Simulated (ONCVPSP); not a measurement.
Reading a pseudo-wave (niobium (Nb))

Columns: radius, all-electron u(r) and pseudo u(r) of the 4p shell (level -32.78 eV) of niobium in the configuration [Ar] 3d10 4s2 4p6 4d5; PBEsol, scalar-relativistic, ONCV scheme, ONCVPSP 4.0.1.

| r (bohr) | all-electron | pseudo |
| --- | --- | --- |
| 0.088 | 0.3203 | 0.0135 |
| 0.175 | -0.0567 | 0.0536 |
| 0.262 | -0.4310 | 0.1197 |
| 0.350 | -0.5014 | 0.2098 |
| 0.438 | -0.3341 | 0.3163 |
| 0.525 | -0.0618 | 0.4285 |
| 0.612 | 0.2270 | 0.5392 |
| 0.700 | 0.4861 | 0.6445 |
| 0.788 | 0.6910 | 0.7409 |
| 0.875 | 0.8364 | 0.8257 |
| 0.962 | 0.9286 | 0.8964 |
| 1.050 | 0.9762 | 0.9470 |
| 1.138 | 0.9872 | 0.9705 |
| 1.225 | 0.9709 | 0.9648 |
| 1.312 | 0.9354 | 0.9343 |
| 1.400 | 0.8863 | 0.8862 |
| 1.487 | 0.8297 | 0.8297 |
| 1.575 | 0.7684 | 0.7684 |
| 1.662 | 0.7064 | 0.7064 |
| 1.750 | 0.6445 | 0.6445 |
| 1.838 | 0.5848 | 0.5848 |
| 1.925 | 0.5287 | 0.5287 |
| 2.012 | 0.4763 | 0.4763 |
| 2.100 | 0.4271 | 0.4271 |
| 2.188 | 0.3819 | 0.3819 |
| 2.275 | 0.3412 | 0.3412 |

(1) How many radial nodes do the two functions have?

(2) At about which radius was the pseudo-wave matched?

(3) Where does each function peak?

(4) Is the pseudo-wave norm-conserving?

Results:

(1) The all-electron 4p function has n − l − 1 = 2; the pseudo-wave has 0, since the states of the same l below it are removed with the core.

(2) 1.45 bohr, where the columns begin to agree (steps of 0.09 bohr).

(3) Outermost all-electron maximum near 1.14 bohr, pseudo maximum near 1.14 bohr (to the table’s step).

(4) Yes: the ONCV scheme keeps the norm inside the radius equal to the all-electron one, which fixes the energy derivative of the logarithmic derivative at the level.
